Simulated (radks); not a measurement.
The mean radii <r> (bohr) of the occupied orbitals of an atom or ion are listed with their occupations. Calculated with a radial shooting solver on a logarithmic mesh with Libxc functionals: scalar-relativistic Kohn-Sham, PBE, spin-unpolarised, spherical densities, point nucleus.

| orbital | occ. | <r> |
|---|---|---|
| 1s | 2 | 0.02507 |
| 2s | 2 | 0.1074 |
| 2p | 6 | 0.09425 |
| 3s | 2 | 0.2852 |
| 3p | 6 | 0.2832 |
| 3d | 10 | 0.2600 |
| 4s | 2 | 0.6542 |
| 4p | 6 | 0.6931 |
| 4d | 10 | 0.7675 |
| 5s | 2 | 1.557 |
| 5p | 6 | 1.804 |
| 6s | 2 | 4.423 |
| 5d | 1 | 3.001 |

Name the element and its charge.

Answer. Z = 57, lanthanum, charge 0: La in [Xe] 5d1 6s2. The 1s radius gives Z: for a bare nucleus <r> = (2 gamma + 1)/(2Z) with gamma = sqrt(1 - (Z/c)^2), 0.02473 bohr for Z = 57, and screening makes it slightly larger (0.02507 here). The occupations add up to 57, and the charge is Z minus that.
